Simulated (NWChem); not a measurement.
# silole (C$_{4}$H$_{6}$Si); SMILES C1=C[SiH2]C=C1

```xyz
11

C      0.0000     0.7405     1.2913
C      0.0000     1.3553     0.0896
Si     0.0000     0.0000    -1.2050
C      0.0000    -1.3553     0.0896
C      0.0000    -0.7405     1.2913
H      0.0000     1.2805     2.2452
H      0.0000     2.4423    -0.0123
H      1.2109     0.0000    -2.0834
H     -1.2109     0.0000    -2.0834
H      0.0000    -2.4423    -0.0123
H      0.0000    -1.2805     2.2452
```
Atoms are numbered in this order, from 1.

All runs: NWChem. Medium grid unless said otherwise, to which SCAN and Minnesota functionals are sensitive. Structure relaxed at the PBE0/def2-SVP level. Hybrids' shares of exact exchange are those that their runs print; pure functionals count as 0. The functionals differ in more than this share.

| row | share of exact exchange | orbital gap (eV) |
|---|---|---|
| PBE/def2-SVP | 0.00 | 3.37 |
| BLYP/def2-SVP | 0.00 | 3.34 |
| TPSSh/def2-SVP | 0.10 | 4.24 |
| B3LYP/def2-SVP | 0.20 | 4.89 |
| PBE0/def2-SVP | 0.25 | withheld |
| M06-2X/def2-SVP | 0.54 | 7.31 |

### Question
Fit a straight line of the last column on the one before it, predict the withheld value, and compare with the run.

### Answer

1. Means of the 5 shown rows: x = 0.168, y = 4.630. Slope Σ(x − x̄)(y − ȳ)/Σ(x − x̄)² = 1.460/0.2005 = 7.284; intercept 3.406.
2. The shown rows scatter about the line by 0.061 (root mean square); the largest residual is +0.11, at TPSSh/def2-SVP.
3. At x = 0.25 (PBE0/def2-SVP; inside the shown range) the line gives 5.23.
4. The run gives 5.29, +0.06 from the line, 1.0 times the scatter.
